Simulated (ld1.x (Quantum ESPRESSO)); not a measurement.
An odd input for ld1.x (Quantum ESPRESSO) 7.5 (erbium (Er))

Command:

```bash
ld1.x < Er.in > Er.out
```

Input:

```
&input
   title='Er', zed=68., rel=1, dft='PZ', iswitch=3,
   config='[Xe] 4f11 5d1 6s2 6p0',
   nld=3, rlderiv=4.30, eminld=-2.0, emaxld=5.0, deld=0.02
 /
 &inputp
   pseudotype=3, tm=.true., lloc=-1, rcloc=0.20,
   nlcc=.true., new_core_ps=.true., rcore=1.65,
   which_augfun='PSQ', rmatch_augfun=2.05,
   file_pseudopw='Er.UPF', file_wfcaegen='ae.wfc', file_wfcncgen='nc.wfc', file_beta='beta', file_chi='chi', file_wfcusgen='us.wfc'
 /
6
6S  1  0   2.00   0.00  2.70  3.15  0.0
6S  1  0   0.00   0.80  2.70  3.15  0.0
6P  2  1   0.00   0.00  2.85  3.95  0.0
6P  2  1   0.00   3.10  2.85  3.95  0.0
5D  3  2   1.00   0.00  2.30  3.20  0.0
5D  3  2   0.00   1.45  2.30  3.20  0.0
 &test
   configts(1)='5d1 6s2 6p0'
 /
```

This is an input that runs to its end, with one change: rcloc set to 0.20 bohr.

**Question.** How does the run end?

**Answer.** The program runs through. The occupied levels of the test differ from the all-electron ones by at most 0.00000 Ry (unchanged input: 0.00000 Ry).

```

     ------------------- End of pseudopotential generation -------------------

     Computing logarithmic derivative in   4.31355
     Computing logarithmic derivative in   4.31355
     Computing the partial wave expansion
     R is outside the sphere for l=    0 j= 0.00
     R is outside the sphere for l=    0 j= 0.00
     R is outside the sphere for l=    1 j= 0.00
     R is outside the sphere for l=    1 j= 0.00
     R is outside the sphere for l=    2 j= 0.00
     R is outside the sphere for l=    2 j= 0.00

     ---------------------- Testing the pseudopotential ----------------------

     Er
     scalar relativistic calculation

     atomic number is 68.00   valence charge is  3.00
     dft =PZ   lsd =0 sic =0 latt =0  beta=0.20 tr2=1.0E-14
     mesh =1267 r(mesh) = 100.03222 xmin = -7.00 dx = 0.01250

     n l     nl             e AE (Ry)        e PS (Ry)    De AE-PS (Ry)
     3 2     5D   1( 1.00)       -0.16579       -0.16579        0.00000
     1 0     6S   1( 2.00)       -0.33537       -0.33537        0.00000
     2 1     6P   1( 0.00)       -0.10231       -0.10231        0.00000

     eps = 7.4E-17  iter =  3

     Etot =  -26155.870710 Ry,  -13077.935355 Ha, -355868.750245 eV
     Etotps =   -28.186263 Ry,     -14.093132 Ha,    -383.493647 eV

     Ekin =       1.422576 Ry,       0.711288 Ha,      19.355132 eV
     Encl =     -10.622391 Ry,      -5.311196 Ha,    -144.524998 eV
     Ehrt =       2.362594 Ry,       1.181297 Ha,      32.144727 eV
     Ecxc =     -26.849709 Ry,     -13.424855 Ha,    -365.308903 eV
     (Ecc =     -25.161907 Ry,     -12.580954 Ha,    -342.345187 eV)
     Epseu=       5.500668 Ry,       2.750334 Ha,      74.840395 eV

     ---------------------- End of pseudopotential test ----------------------
```
